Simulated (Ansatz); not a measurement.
Species: sum formula H4BSiO, net charge 0, doublet state. It need not be the lowest isomer of its formula. 
Coordinates optimised at B3LYP-D3(BJ)/def2-TZVP (Ansatz, a first-principles code):
```
B
O 1 1.3335
H 2 0.9655 1 115.84
Si 1 2.0127 2 129.38 3 -180.00
H 4 1.4836 1 107.35 2 -121.91
H 4 1.4836 5 108.23 1 115.59
H 4 1.4897 5 108.43 6 117.42
```
Charge 0, spin multiplicity 2.

Wanted: atomisation energy (electronic, to ground-state atoms), in kcal/mol. Cores are frozen in the correlated levels unless marked. UHF or UKS for open shells. No spin-orbit coupling. Non-relativistic. The coupled-cluster limit lacks core correlation, which all-electron functionals hold. CBS(X,Y): correlation extrapolated as X^-3; Hartree-Fock from the larger set.

```
level                           program  atomisation energy (kcal/mol)
-----------------------  --------------  -----------------------------
HF/6-31G                         Ansatz                          345.2
PBE0/STO-3G                      Ansatz                          668.4
PBE0/def2-QZVPP                  Ansatz                          533.5
BHLYP-D3(BJ)/def2-TZVPD  Ansatz + dftd3                          524.8
```

Question: Estimate the value at CCSD(T)/CBS(cc-pV(T+d)Z,cc-pV(Q+d)Z) as computed with Ansatz.

Answer: 535.2 kcal/mol, so BHLYP-D3(BJ)/def2-TZVPD differs from it by -10.4 kcal/mol.
